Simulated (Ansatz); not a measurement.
Reaction (atomization): `O=C1[SiH2]SS1` → C• + 2 H• + O• + 2 S• + Si•

Isolated molecules relaxed with PBE0-D4/def2-TZVP in Ansatz; ΔE leaves out vibrations. CCSD(T)/CBS adds triple-zeta CCSD(T) − MP2 to the extrapolated MP2 energy (def2 sets, frozen cores). This one scheme is used for every species, atoms too. DFT in def2-TZVPP. B3LYP here is the variant with VWN-RPA as its local correlation; programs differ in this. HSE06 is defined as in plane-wave codes. No spin–orbit coupling; open shells (•) take unrestricted orbitals. Spin–orbit coupling would lower the free atoms: a little for C, O, S, Si.

```
             level  ΔE (kJ/mol)  difference from CCSD(T)/CBS
       LDA (SPW92)       3013.0                        503.8
            PBE-D4       2637.2                        128.0
         revPBE-D4       2560.7                         51.5
           BLYP-D4       2536.0                         26.8
            B97M-V       2549.7                         40.5
           PBE0-D4       2535.3                         26.1
          B3LYP-D4       2499.8                         -9.4
        r2SCANh-D4       2512.5                          3.3
        r2SCAN0-D4       2460.5                        -48.7
          HSE06-D4       2538.8                         29.6
          BHLYP-D4       2366.6                       -142.6
      CAM-B3LYP-D4       2488.9                        -20.3
           ωB97X-V       2533.4                         24.2
           ωB97M-V       2532.1                         22.9
            B2PLYP       2466.9                        -42.3
          PBE-QIDH       2490.5                        -18.7
               PBE       2613.0                        103.8
            revPBE       2494.3                        -14.9
              BLYP       2482.8                        -26.4
            r2SCAN       2543.7                         34.5
              PBE0       2514.9                          5.7
             B3LYP       2459.9                        -49.3
           r2SCANh       2506.7                         -2.5
           r2SCAN0       2454.0                        -55.2
             HSE06       2519.6                         10.4
             BHLYP       2333.0                       -176.2
         CAM-B3LYP       2467.8                        -41.4
           LC-ωPBE       2479.6                        -29.6
       HF/def2-SVP       1568.3                       -940.9
      MP2/def2-SVP       2335.2                       -174.0
     HF/def2-TZVPP       1603.7                       -905.5
    MP2/def2-TZVPP       2499.3                         -9.9
SCS-MP2/def2-TZVPP       2457.0                        -52.2
CCSD(T)/def2-TZVPP       2404.9                       -104.3
     HF/def2-QZVPP       1609.0                       -900.2
    MP2/def2-QZVPP       2561.1                         51.9
SCS-MP2/def2-QZVPP       2524.2                         15.0
      HF/CBS(def2)       1609.7                       -899.5
     MP2/CBS(def2)       2603.7                         94.5
    CCSD/CBS(def2)       2430.2                        -79.0
       CCSD(T)/CBS       2509.2                            0
```

(1) What do rigid-rotor, harmonic-oscillator terms from PBE0-D4/def2-TZVP frequencies (298.15 K, 1 bar) make of the CCSD(T)/CBS value? (An estimate is asked.)

Largest T1 diagnostic among the species: 0.018.

Results:

(1) Computed: ΔZPE = -75.4 kJ/mol, ΔH = +2459.0 kJ/mol, ΔS = 726 J/(mol·K), ΔG = +2242.6 kJ/mol. Open shells count their whole term as degenerate.

From BLYP to BHLYP (50 % exact exchange), in def2-TZVPP and without D4, ΔE moves by −149.8 kJ/mol: exact exchange takes away binding that semilocal exchange gives to molecules. The D4 term adds +39.9 kJ/mol with B3LYP and +20.4 kJ/mol with PBE0; it sums over pairs of atoms, weighted by their polarisabilities, and B3LYP, whose exchange is more repulsive, gets the larger term. Leaving LDA and LC-ωPBE aside and taking each functional with its dispersion term where it has one, the values spread over 270.7 kJ/mol, from BHLYP-D4 to PBE-D4. LDA lies +400.0 kJ/mol from PBE without D4, its usual overbinding.

For atomizations the MP2-based limit and the directly extrapolated one differ by several kJ/mol either way, and by 10 to 25 for some Ge, Se and Sn compounds, so smaller differences from it don't rank the levels.
